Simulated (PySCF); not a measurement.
**Nb⁺: ionisation energy**

Nb⁺ [Kr] 4d4 (5D) → Nb²⁺ [Kr] 4d3 (4F), as a difference of total energies. All numbers are calculated (PySCF 2.14, the spin-free X2C one-electron Hamiltonian (Gaussian nucleus), in x2c-TZVPall (8s6p6d1f, 63 functions)). Correlated levels: valence: [Kr] frozen. The calculations carry no spin-orbit coupling.

```tsv
method	ionisation energy (eV)	difference from reference (eV)
UHF	13.085	-1.235
PBE	14.595	+0.275
M06-L	13.782	-0.538
MP2 (valence)	13.522	-0.798
SCS-MP2 (valence)	13.231	-1.089
```

Reference: 14.32 eV (semi-empirical (NIST evaluation); NIST Atomic Spectra Database, ionization energies).

The reference lies between the lowest fine-structure levels, while these numbers refer to the centres of the terms.

Errors of the correlated levels include the incompleteness of this basis and the frozen core.
